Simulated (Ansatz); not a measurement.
CH6NSbSi, SMILES `C[N]1[SiH2][SbH]1`, relaxed with RKS PBE0-D4/def2-TZVP in Ansatz from a PBE-D4/def2-SVP geometry. The force threshold is 0.005 eV/Å; the program also tests the step.

Total charge 0; spin multiplicity 1. Sb takes the def2 core potential.

Start:

```xyz
10

C    -0.584    0.010    1.363
N    -0.074   -0.564    0.139
Si    1.233   -0.201   -0.937
Sb   -1.116   -0.736   -1.753
H    -0.865    1.089    1.282
H    -1.484   -0.541    1.714
H     0.183   -0.072    2.165
H     1.754    1.214   -1.035
H     2.366   -1.188   -0.980
H    -1.412    0.989   -1.959
```

How much energy does the relaxation release, and in how many steps? (An estimate is asked.)

Ansatz gave: 1.77 kcal/mol, in 8 steps, 1 of them rejected.

Which bonds change most? (Best estimate.)

Computed: N2–Sb4 from 2.167 to 2.102 Å; Si3–Sb4 from 2.544 to 2.497 Å; N2–Si3 from 1.731 to 1.697 Å; Sb4–H10 from 1.762 to 1.732 Å.

Give the relaxed structure. (Estimate.)

Ansatz gave: 
```xyz
10

C    -0.579    0.013    1.351
N    -0.075   -0.529    0.117
Si    1.218   -0.199   -0.931
Sb   -1.095   -0.725   -1.711
H    -0.845    1.076    1.280
H    -1.469   -0.533    1.676
H     0.175   -0.091    2.139
H     1.731    1.195   -1.037
H     2.339   -1.173   -0.953
H    -1.401    0.966   -1.931
```
